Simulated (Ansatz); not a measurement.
# HBr ··· GeH4

The pair of HBr (SMILES Br, atoms 1–2) and GeH4 (SMILES [GeH4], atoms 3–7), both closed shells, in one local arrangement (a lower one may exist), relaxed at PBE0-D4/def2-TZVP:

```
7
angstrom
Br 0.0196 0.1055 -3.1748
H -0.3343 -0.6009 -1.9912
Ge 0.0677 0.1081 1.0394
H 1.5594 0.2597 0.7224
H -0.6700 1.4181 0.7418
H -0.1231 -0.2837 2.5093
H -0.5194 -1.0069 0.1531
```

Program: Ansatz 0.2.0. Basis: def2-TZVPPD, with def2-QZVPPD for the basis limit. Cores are frozen in the correlated methods. Filled d shells of the heavier atoms are correlated. The def2 sets are not built for correlating such inner shells, so the correlated values are less sure here. Extrapolation: Hartree–Fock as exp(−7.88 √X), correlation as X^−2.97. Interaction energies count from these two fragments, frozen as in the pair, with the counterpoise correction; negative means bound.

Q: What is the interaction energy by CCSD(T) at an estimated basis limit (MP2 extrapolated from triple and quadruple zeta, plus CCSD(T) − MP2 in triple zeta)? (Judge from chemistry; the value comes from the calculation.)

A: The calculation gives: -4.5 kJ/mol. Hartree–Fock alone gives 3.6 kJ/mol at the basis limit, so without correlation the pair would not bind at this distance. Plain CCSD(T) in triple zeta gives -3.0 kJ/mol; the step to the limit is large here, so the limit is uncertain. It counts from the two fragments frozen as in the pair.

Q: Which atoms make the shortest contact between the fragments?

A: H2 and H7, 2.19 Å apart.

Basis-set superposition shift (counterpoise-corrected less uncorrected): CCSD(T) 2.8; MP2 2.9; HF 0.5; PBE0-D4 0.5; wB97M-V 0.5 kJ/mol.

The T1 diagnostic stays at or below 0.012.

For scale, one of the runs: CCSD(T)/def2-TZVPPD, 196 basis functions, launched by `ansatz run in.yaml --threads 4 --pin off --events-out ev --progress --plain --max-ram 9574MiB`. Hardware: 4 CPU threads of an AMD EPYC 7R43, shared host. Wall time 47 s; peak host memory 2.3 GiB.
